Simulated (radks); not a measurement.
Question: Coherent X-ray form factor from a spherical all-electron density. Calculated with a radial shooting solver on a logarithmic mesh with Libxc functionals: non-relativistic Kohn-Sham, TPSS, spin-polarised, spherical densities, point nucleus; meta-GGA in the generalised Kohn-Sham scheme.

| sin(theta)/lambda (1/angstrom) | f0 (electrons) |
|---|---|
| 0.05 | 73.228 |
| 0.1 | 71.073 |
| 0.15 | 67.935 |
| 0.2 | 64.274 |
| 0.25 | 60.474 |
| 0.3 | 56.782 |
| 0.4 | 50.159 |
| 0.5 | 44.630 |
| 0.6 | 39.964 |
| 0.8 | 32.295 |
| 1 | 26.245 |
| 1.25 | 20.816 |
| 1.5 | 17.404 |
| 2 | 13.646 |

The species is in the configuration that NIST lists as its ground one. Which atom or ion scatters so?

Answer: The osmium ion Os2+, [Xe] 4f14 5d6. Extrapolating in s^2 from the first two rows gives f0(0) = 73.9, near the electron count 74; among species with that count, the fall with angle is slower the higher Z, and the table is that of Z = 76; from so few rows the species is fixed only to a neighbour or two.
